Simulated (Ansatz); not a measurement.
`C[S][Al]([F])[Cl]` + SiH₄ → `C[S][Al]([F])[SiH3]` + HCl  (formal exchange of groups at the Al–Cl bond)

Gas-phase electronic energies from Ansatz, PBE0-D4/def2-TZVP geometries. CBS: MP2 limit from def2 TZ/QZ plus the TZ coupled-cluster correction, frozen cores. This one scheme is used for every species. Functionals use def2-TZVPP. Each species was taken in one conformer, which may not be the lowest.

```json
{"level": "PBE0", "ΔE (kJ/mol)": "140.6"}
{"level": "SCS-MP2/def2-TZVPP", "ΔE (kJ/mol)": "160.6"}
{"level": "HF/def2-QZVPP", "ΔE (kJ/mol)": "175.1"}
{"level": "MP2/CBS(def2)", "ΔE (kJ/mol)": "161.7"}
```

Problem. What does CCSD(T)/CBS give? (Best estimate.)

Solution. Computed: +151.1 kJ/mol. The listed levels differ from it by -10.5, 9.5, 24.0, 10.6 kJ/mol.

Largest T1 diagnostic among the species: 0.013.

In def2-TZVPP, CCSD(T) changes the Hartree–Fock value by −25.8 kJ/mol (the triples alone add −2.8 kJ/mol) and MP2 by −15.1 kJ/mol. From PBE to PBE0 (25 % exact exchange), in def2-TZVPP and without D4, ΔE moves by +7.7 kJ/mol.
